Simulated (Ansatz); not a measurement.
Cd₂O₃H₂. Total charge 0; triplet. Geometry r2SCAN-D4/def2-SVP, that of the neutral singlet; atoms count from 1.

Cartesian coordinates in Å:
```
Cd -0.9124 -0.6703 1.3393
Cd 1.5972 0.4421 -0.5888
O 0.9354 -0.0439 1.1877
O 2.4286 0.8349 -2.3249
O -2.7019 -1.4375 1.6020
H -3.3777 -0.7519 1.4996
H 2.0308 1.6266 -2.7149
```

In the def2 sets Cd takes a core potential; there is no spin–orbit coupling. At PBE0-D4/def2-TZVP a singlet of charge 0 lies 3.61 eV below the triplet at the same geometry. The structure comes from a short search, and lower isomers may exist.

Estimate the Mulliken populations from the PBE0/def2-TZVP orbitals of Ansatz.


| atom | charge (e) | spin (α − β) | d electrons |
| --- | --- | --- | --- |
| Cd1 | 0.61 | 0.41 | 9.96 |
| Cd2 | 0.61 | 0.42 | 9.96 |
| O3 | -0.35 | 0.96 | – |
| O4 | -0.74 | 0.10 | – |
| O5 | -0.75 | 0.10 | – |
| H6 | 0.31 | 0.01 | – |
| H7 | 0.31 | 0.01 | – |
Mulliken values and Mayer orders depend strongly on the basis.

Where does the spin sit?

Summed by element: Cd 0.83, O 1.16, H 0.01, of 2 unpaired in all. Largest on single atoms: O3 0.96, Cd2 0.42, Cd1 0.41.

And the Mayer bond orders between bonded heavy atoms (over 0.3)?

Cd1–Cd2 0.43 (3.35 Å); Cd1–O3 0.38 (1.96 Å); Cd1–O5 0.77 (1.96 Å); Cd2–O3 0.38 (1.96 Å); Cd2–O4 0.77 (1.96 Å).
